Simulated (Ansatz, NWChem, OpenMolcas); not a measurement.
**Ligand exchange: KF + CH4O2 → KOH + CH3FO**

Species: KF, singlet; CH4O2 (methanediol) `OCO`, singlet; KOH `[OH][K]`, singlet; CH3FO `OCF`, singlet. The partners trade F for OH: K–F and C–OH bonds give way to K–OH and C–F.

Shapes, held fixed at every level: PBE0-D4/def2-TZVP. Flexible molecules stand in one conformer, not always the lowest. Programs: Ansatz 0.2.0, NWChem 7.3.0, OpenMolcas 26.06. A level may come from different programs for different species; with the same settings they agree closely. The zero-point and thermal change to 298 K, harmonic and unscaled (PBE0-D4/def2-TZVP), is -3.4 kJ/mol.

```json
{"level": "HF/STO-3G", "kind": "Hartree–Fock", "ΔH(298 K) (kJ/mol)": "+49.8"}
{"level": "HF/3-21G", "kind": "Hartree–Fock", "ΔH(298 K) (kJ/mol)": "+28.6"}
{"level": "HF/def2-SVP", "kind": "Hartree–Fock", "ΔH(298 K) (kJ/mol)": "+74.6"}
{"level": "r2SCAN/STO-3G", "kind": "meta-GGA", "ΔH(298 K) (kJ/mol)": "+96.1"}
{"level": "PBE0/def2-SVP", "kind": "global hybrid", "ΔH(298 K) (kJ/mol)": "+69.0"}
{"level": "B3LYP/6-31G* (spherical functions)", "kind": "global hybrid", "ΔH(298 K) (kJ/mol)": "+62.2"}
```

B3LYP/6-31G* (spherical functions) gives ΔH(298 K) = +62.2 kJ/mol; the levels span +28.6 to +96.1. The median of the levels is +65.6. No measured value is set beside it here. Rows in sets without polarisation functions are far from converged.
